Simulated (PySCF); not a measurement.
B3LYP has the VWN-RPA correlation part, as in Gaussian. Delta-SCF ions had no search for a lower state. 

Cartesian coordinates (Å):
SMILES: [SH][Al]([SH])[SH]
```xyz
7

S     -0.1835     1.8866    -0.3102
Al     0.2330    -0.2599    -0.2776
S      2.2893    -0.9407    -0.0173
S     -1.2970    -1.8039    -0.4957
H     -1.5162     1.7344    -0.3996
H      2.7653     0.3077     0.1397
H     -2.2909    -0.9242    -0.7091
```
Charge 0, multiplicity 1.

### Question
Estimate the total energy, dipole moment and vertical ionisation energy (Delta-SCF) that B3LYP-D3(BJ)/def2-TZVP (PySCF) returns for this input.

### Answer

```yaml
total_energy: -1439.0860 Ha
dipole_moment: 1.51 D
vertical ionisation energy (Delta-SCF): 9.50 eV
```
